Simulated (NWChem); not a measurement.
# C₂H₅ClOSi; SMILES C=CO[SiH2]Cl

```xyz
10

C      0.5421     2.9848    -0.0243
C      0.5104     1.6457    -0.1089
O     -0.5545     0.9074     0.3371
Si    -0.9456    -0.6601    -0.1212
Cl     0.7214    -1.8904     0.0597
H     -0.3041     3.5494     0.3939
H      1.4312     3.5289    -0.3698
H      1.3564     1.0598    -0.5152
H     -2.0082    -1.0949     0.8298
H     -1.3800    -0.7090    -1.5542
```
Atoms are numbered in this order, from 1.

Program: NWChem. Coordinates come from a PBE-D3(BJ)/def2-SVP optimisation. Level MN15/def2-SVP: energy and gradient on several grids; changes count from the extra-fine grid, which is no exact limit either.

```tsv
grid	size of the energy change (μHa)	largest change of a gradient component (μHa/bohr)	time, medium = 1 (rough)
xcoarse	40000	2000	about 1
coarse	20	800	about 1
medium	10	90	about 1
fine	< 10	< 30	about 1
xfine	< 10	< 30	2
```
